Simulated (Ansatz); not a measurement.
Consider the formal loss of a carbene: `COC[SiH2]F` → `CO[SiH2]F` + `[CH2]` (triplet).

Computed with Ansatz on PBE0-D4/def2-TZVP structures; ΔE is electronic, products minus reactants. CBS: MP2 limit from def2 TZ/QZ plus the TZ coupled-cluster correction, frozen cores. This one scheme is used for every species. Functionals use def2-TZVPP. B3LYP here is the variant with VWN-RPA as its local correlation; programs differ in this. Triplets are unrestricted, without spin–orbit coupling. One conformer a species, not always the lowest.

```csv
level,ΔE (kJ/mol),difference from CCSD(T)/CBS
PBE0-D4,269.6,8.6
B3LYP-D4,260.2,-0.8
ωB97X-V,278.8,17.8
B2PLYP,251.7,-9.3
PBE,278.8,17.8
r2SCAN,242.3,-18.7
PBE0,263.9,2.9
HF/def2-TZVPP,105.2,-155.8
MP2/def2-TZVPP,256.6,-4.4
SCS-MP2/def2-TZVPP,259.0,-2.0
CCSD/def2-TZVPP,238.4,-22.6
CCSD(T)/def2-TZVPP,251.4,-9.6
MP2/def2-QZVPP,261.7,0.7
SCS-MP2/def2-QZVPP,265.3,4.3
MP2/CBS(def2),266.2,5.2
CCSD/CBS(def2),247.9,-13.1
CCSD(T)/CBS,261.0,0
```

Largest T1 diagnostic among the species: 0.011.

From PBE to PBE0 (25 % exact exchange), in def2-TZVPP and without D4, ΔE moves by −14.9 kJ/mol. The D4 term adds +10.6 kJ/mol with B3LYP and +5.8 kJ/mol with PBE0; it sums over pairs of atoms, weighted by their polarisabilities, and B3LYP, whose exchange is more repulsive, gets the larger term. In def2-TZVPP, CCSD(T) changes the Hartree–Fock value by +146.2 kJ/mol (the triples alone add +13.1 kJ/mol) and MP2 by +151.4 kJ/mol.
